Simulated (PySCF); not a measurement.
## Nuclear quadrupole coupling in `CCCCOc1ccccc1`

Compound: C₁₀H₁₄O.
Atom-mapped SMILES: `[CH3:1][CH2:2][CH2:3][CH2:4][O:5][c:6]1[cH:7][cH:8][cH:9][cH:10][cH:11]1` (hydrogens: H12, H13, H14 on C1; H15, H16 on C2; H17, H18 on C3; H19, H20 on C4; H21 on C7; H22 on C8; H23 on C9; H24 on C10; H25 on C11)

Geometry (PBE0-D3(BJ)/def2-SVP, Å), atoms numbered from 1 in this order:
```xyz
25
C10H14O angstrom
C     -4.674   -0.230    0.773
C     -3.337    0.494    0.756
C     -2.147   -0.455    0.749
C     -0.819    0.268    0.719
O      0.207   -0.693    0.723
C      1.493   -0.287    0.696
C      2.461   -1.302    0.700
C      3.811   -0.981    0.674
C      4.224    0.354    0.642
C      3.261    1.358    0.639
C      1.899    1.052    0.665
H     -4.792   -0.871   -0.115
H     -5.517    0.478    0.785
H     -4.767   -0.876    1.660
H     -3.268    1.163    1.632
H     -3.286    1.153   -0.129
H     -2.172   -1.104    1.641
H     -2.200   -1.127   -0.124
H     -0.723    0.936    1.598
H     -0.746    0.905   -0.183
H      2.120   -2.338    0.725
H      4.553   -1.783    0.678
H      5.286    0.605    0.621
H      3.567    2.408    0.615
H      1.167    1.860    0.663
```

Field gradients from the PBE0/pcSseg-1 density (PySCF, non-relativistic), principal values in atomic units, ordered |Vxx| ≤ |Vyy| ≤ |Vzz|:

```csv
atom,Vxx,Vyy,Vzz
O5,-0.3125,-1.5789,1.8914
```

Q: Find the asymmetry η = (Vxx − Vyy)/Vzz and the couplings χ = eQV/h (234.96 MHz × Q in barn × V in au), with Q(17O) = −0.0256 b.

A: 
| atom | environment | nucleus | η | χzz (MHz) | χxx (MHz) | χyy (MHz) |
| --- | --- | --- | --- | --- | --- | --- |
| O5 | aryl ether oxygen | 17O | 0.67 | -11.38 | 1.88 | 9.50 |

The tensor is traceless: Vxx + Vyy + Vzz = 0.

Q: What is Vzz at O5 in SI units (1 au = 9.71736 × 10²¹ V/m²)?

A: 1.8914 au = 18.379 × 10²¹ V/m².

Were the hydrogens deuterons (Q(2H) = 0.00286 b), χzz would run from 180 kHz (H19 and H20) to 208 kHz (H25).

The structure is a single PBE0-D3(BJ)/def2-SVP conformer in the gas phase; no vibrational or solvent corrections. With a basis this small, the couplings can be 20 % off.
